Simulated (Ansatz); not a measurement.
Computed with Ansatz on PBE0-D4/def2-TZVP structures; ΔE is electronic, products minus reactants. CBS: MP2 limit from def2 TZ/QZ plus the TZ coupled-cluster correction, frozen cores. This one scheme is used for every species. Functionals use def2-TZVPP. B3LYP here is the variant with VWN-RPA as its local correlation; programs differ in this. One conformer a species, not always the lowest.

Reaction (formal exchange of groups at a B–O bond): `BB(C)O` + `BCl` → `BB(C)BCl` + H₂O

Task: Is it downhill or uphill in electronic energy at CCSD(T)/CBS, and by how much? (Estimate.)

Result: Computed: Uphill: ΔE = +1.25 eV.

Task: What do these levels give: B97M-V, BHLYP-D4, ωB97X-V, ωB97M-V, PBE-QIDH, PBE, r2SCAN, B3LYP, r2SCANh, BHLYP, CCSD/def2-SVP, CCSD(T)/def2-SVP? (Best estimate.)

Result: Computed: B97M-V 1.18, BHLYP-D4 1.33, ωB97X-V 1.29, ωB97M-V 1.31, PBE-QIDH 1.28, PBE 1.15, r2SCAN 1.21, B3LYP 1.32, r2SCANh 1.23, BHLYP 1.39, CCSD/def2-SVP 1.57, CCSD(T)/def2-SVP 1.56 eV.

Largest T1 diagnostic among the species: 0.014.

The D4 term adds −0.06 eV with B3LYP and −0.04 eV with PBE0; it sums over pairs of atoms, weighted by their polarisabilities, and B3LYP, whose exchange is more repulsive, gets the larger term. Leaving LDA and LC-ωPBE aside and taking each functional with its dispersion term where it has one, the values, not all of them listed here, spread over 0.26 eV, from revPBE-D4 to B2PLYP. From PBE to PBE0 (25 % exact exchange), in def2-TZVPP and without D4, ΔE moves by +0.06 eV.
